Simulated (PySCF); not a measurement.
A structure optimised at B3LYP-D3(BJ)/def2-SVP, used in a PySCF frequency run:

```xyz
12

F     -1.7346     1.6195    -0.4867
C     -0.8174     0.8408     0.1506
C     -0.9967    -0.6292     0.1055
F     -0.6690    -1.3597     1.2134
C      0.1227    -0.0007    -0.6874
Si     1.9243    -0.2210    -0.1894
H     -0.4459     1.2965     1.0757
H     -1.8625    -1.0365    -0.4271
H     -0.0715     0.0426    -1.7657
H      2.0861     0.0844     1.2589
H      2.3708    -1.6169    -0.4571
H      2.7636     0.7199    -0.9852
```

Task: Write its SMILES and formula.

Result: F[C@@H]1C([SiH3])[C@H]1F, C3H6F2Si

Task: What are its rotational constants (standard atomic weights)?

Result: 3.8005, 2.0396, 1.4629 GHz
